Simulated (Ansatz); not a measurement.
Relaxation of C2H5B2NTe (11 atoms, charge 0, multiplicity 1), to a largest force component of 0.02 eV/Å in at most 50 steps.

Computed with RKS PBE-D4/def2-SVP (Ansatz 0.2.0).

```xyz
11
Properties=species:S:1:pos:R:3:forces:R:3
B 0.521 -1.756 0.762 -0.98 2.10 -0.92
B 1.470 -0.388 0.853 1.05 0.87 -0.30
N 1.066 0.971 0.244 7.43 3.94 1.56
C -0.040 1.187 -0.416 -5.44 3.26 -3.54
C -1.156 1.345 -1.007 1.47 -0.14 0.62
Te -2.970 1.666 -1.989 0.65 -1.13 0.73
H 0.835 -2.736 1.232 0.36 -1.90 1.37
H -0.533 -1.618 0.197 -0.22 -0.77 -0.94
H 0.362 0.212 0.341 -4.26 -6.97 2.46
H 1.769 1.767 0.377 -0.15 -0.07 -0.75
H -3.411 -0.007 -1.685 0.06 0.82 -0.30
```

Where does it end, and by what steps?

The run converged. After 28 steps the energy has fallen by 7.640 eV; H8 moved furthest, 2.33 Å. Parted: N3–H9 (1.04 → 2.37 Å).

```csv
step,energy less start (eV),largest force component (eV/Å),accepted
0,0.0000,7.433,yes
1,-1.5603,5.135,yes
2,-3.1142,4.243,yes
3,-4.4371,3.374,yes
4,-5.5220,2.198,yes
5,-6.2829,1.683,yes
6,-6.7264,1.610,yes
7,-6.9957,0.408,yes
8,-7.1417,0.552,yes
9,-7.2725,0.437,yes
10,-7.3637,0.265,yes
11,-7.4370,0.132,yes
12,-7.4872,0.179,yes
13,-7.5167,0.256,yes
14,-7.5540,0.242,yes
15,-7.5814,0.241,yes
16,-7.6005,0.138,yes
17,-7.6120,0.330,yes
18,-7.6307,0.365,yes
19,-7.6260,1.164,no
20,-7.6354,0.122,yes
21,-7.6374,0.071,yes
22,-7.6351,0.285,no
23,-7.6383,0.109,yes
24,-7.6378,0.086,no
25,-7.6392,0.093,yes
26,-7.6397,0.031,yes
27,-7.6394,0.046,no
28,-7.6397,0.006,yes
```

```xyz
11
Properties=species:S:1:pos:R:3
B 1.252 -1.864 1.150
B 0.969 -0.489 0.473
N 0.699 0.744 -0.138
C -0.507 1.207 -0.545
C -1.597 1.625 -0.940
Te -3.431 2.400 -1.357
H 1.127 -1.975 2.355
H 1.426 -2.847 0.454
H -0.056 -1.342 0.703
H 1.494 1.375 -0.305
H -3.462 1.807 -2.939
```

Whether the end is a true minimum wasn't checked by a vibrational analysis.

Run time: 69 s on 2 threads of Intel(R) Xeon(R) Platinum 8488C (Sapphire Rapids), with other jobs on the host, peak memory 0.18 GiB.
